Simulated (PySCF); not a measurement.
# State search for SeF⁺

Unrestricted PBE0; PySCF, scalar-relativistic core potentials, basis sets Se cc-pVDZ-PP with ECP10, F cc-pVDZ. Outer shells of the fragments: Se+ 3d10 4s2 4p3; F 2s2 2p5.

Followed along the bond (rough minima from three points):

```tsv
2Ms+1	unpaired	⟨S²⟩ at the start	R at minimum (Å)	Te (eV)
3	π ↑↑	2.00	1.70	0.00
1	π ↑↓	1.01	1.70	0.40
1	none	0.00	1.70	1.59
5	σ ↑, π ↑↑↑	6.00	none in the scan	≤ 4.28
```

Solutions found at the starting distance of 1.830 Å, counted from the lowest of them; the search is not exhaustive and high or unbound solutions are not listed, so other states can lie among these:

```tsv
2Ms+1	unpaired	term	E (eV)	⟨S²⟩	⟨Lz²⟩	μ (D)
3	π ↑↑	³Σ⁻	0.00	2.00	0.00	-2.62
1	π ↑↓	mixed	0.41	1.01	2.01	-2.56
1	none	mixed	1.60	0.00	2.00	-2.37
3	σ ↑, π ↑	³Π	3.55	2.09	1.00	-2.09
1	σ ↓, π ↑	mixed	3.96	1.02	1.01	-2.15
3	π ↑↑	mixed	4.84	2.00	2.01	1.03
```

A term symbol is given only where ⟨S²⟩ and ⟨Lz²⟩ are close to those of a pure state; real π, δ and φ orbitals otherwise mix terms. A positive dipole points towards F; it is taken about the centre of mass and depends on that origin.

Spin–orbit coupling is left out. Counting both spins, an empty level lies below a filled one in some of these solutions, because spin and occupation are held.
